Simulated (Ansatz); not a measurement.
A run of Ansatz (development build ahead of 0.2.0) on triplet C₁₀H₈ at this shape:

```xyz
18

C     0.0000    0.7050    0.0000
C    -1.3410    1.1407    0.0000
C    -2.1698    0.0000    0.0000
C    -1.3410   -1.1407    0.0000
C     0.0000   -0.7050    0.0000
C     1.1024    1.5841    0.0000
C     2.4770    1.2704    0.0000
C     3.0888    0.0000    0.0000
C     2.4770   -1.2704    0.0000
C     1.1024   -1.5841    0.0000
H    -1.6763    2.1726    0.0000
H    -3.2548    0.0000    0.0000
H    -1.6763   -2.1726    0.0000
H     0.8609    2.6419    0.0000
H     3.1535    2.1187    0.0000
H     4.1738    0.0000    0.0000
H     3.1535   -2.1187    0.0000
H     0.8609   -2.6419    0.0000
```

Its results:

```yaml
Converged: yes
Total_energy: -385.78321 hartree
Spin_squared_of_the_determinant: 2.026
Stability_test: minimum
```

Problem. Which input gives this output? Name the method, the orbitals and the basis set, and write the input.

Solution. ωB97X (unrestricted) in def2-TZVP.

```yaml
crystal:
  periodic: [false, false, false]
  atoms:
    - { symbol: C, position_ang: [0.0, 0.705, 0.0] }
    - { symbol: C, position_ang: [-1.34099, 1.14071, 0.0] }
    - { symbol: C, position_ang: [-2.16977, 0.0, 0.0] }
    - { symbol: C, position_ang: [-1.34099, -1.14071, 0.0] }
    - { symbol: C, position_ang: [0.0, -0.705, 0.0] }
    - { symbol: C, position_ang: [1.10238, 1.58412, 0.0] }
    - { symbol: C, position_ang: [2.47703, 1.27037, 0.0] }
    - { symbol: C, position_ang: [3.08881, 0.0, 0.0] }
    - { symbol: C, position_ang: [2.47703, -1.27037, 0.0] }
    - { symbol: C, position_ang: [1.10238, -1.58412, 0.0] }
    - { symbol: H, position_ang: [-1.67627, 2.17261, 0.0] }
    - { symbol: H, position_ang: [-3.25477, 0.0, 0.0] }
    - { symbol: H, position_ang: [-1.67627, -2.17261, 0.0] }
    - { symbol: H, position_ang: [0.86095, 2.64192, 0.0] }
    - { symbol: H, position_ang: [3.15352, 2.11865, 0.0] }
    - { symbol: H, position_ang: [4.17381, 0.0, 0.0] }
    - { symbol: H, position_ang: [3.15352, -2.11865, 0.0] }
    - { symbol: H, position_ang: [0.86095, -2.64192, 0.0] }
basis:
  gaussian: { orbitals: def2-TZVP }
magnetization:
  spin_polarized: true
  initial_magnetization: 2
hamiltonian:
  xc: { name: wB97X }
```

Caution: another spin multiplicity may lie lower.
